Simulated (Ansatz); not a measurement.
Relaxation of a periodic cell of 17 atoms, Si₁₆Ge (host Si, host structure diamond, interstitial Ge), to a largest force component of 0.03 eV/Å in at most 60 steps.

Method: DFT PBEsol, scalar-relativistic, plane waves, PAW in Ansatz. Settings: PAW set soft_1, cutoff 420 eV, k mesh 2x2x2, gaussian smearing 0.05 eV, no spin polarisation.

```xyz
17
Lattice="0.0000 5.4300 5.4300 5.4300 0.0000 5.4300 5.4300 5.4300 0.0000" Properties=species:S:1:pos:R:3
Si 0.000 0.000 0.000
Si 1.357 1.357 1.357
Si 2.715 2.715 0.000
Si 4.072 4.072 1.357
Si 2.715 0.000 2.715
Si 4.072 1.357 4.072
Si 5.430 2.715 2.715
Si 6.787 4.072 4.072
Si 0.000 2.715 2.715
Si 1.357 4.072 4.072
Si 2.715 5.430 2.715
Si 4.072 6.787 4.072
Si 2.715 2.715 5.430
Si 4.072 4.072 6.787
Si 5.430 5.430 5.430
Si 6.787 6.787 6.787
Ge 6.711 9.527 6.840
```

Where does it end, and by what steps?

It converged. Limits of this set-up: coarse k mesh, PAW files made for another functional. After 3 steps the energy has fallen by 0.361 eV; Ge17 moved furthest, 0.09 Å.

```tsv
step	energy less start (eV)	largest force component (eV/Å)	accepted
0	0.0000	1.226	yes
1	-0.3142	0.418	yes
2	-0.3587	0.086	yes
3	-0.3609	0.003	yes
```

```xyz
17
Lattice="0.0000 5.4300 5.4300 5.4300 0.0000 5.4300 5.4300 5.4300 0.0000" Properties=species:S:1:pos:R:3
Si -0.045 0.044 -0.038
Si 1.354 1.407 1.359
Si 2.721 2.707 -0.007
Si 4.021 4.073 1.360
Si 2.751 0.043 2.759
Si 4.066 1.360 4.077
Si 5.384 2.674 2.760
Si 6.784 4.073 4.123
Si -0.011 2.709 2.725
Si 1.353 4.075 4.028
Si 2.720 5.439 2.726
Si 4.071 6.788 4.074
Si 2.749 2.676 5.394
Si 4.115 4.075 6.791
Si 5.418 5.439 5.425
Si 6.783 6.741 6.791
Ge 6.780 9.505 6.792
```

Run time: 25 s on 1 thread of Arm Neoverse V1, with other jobs on the host, peak memory 0.54 GiB.
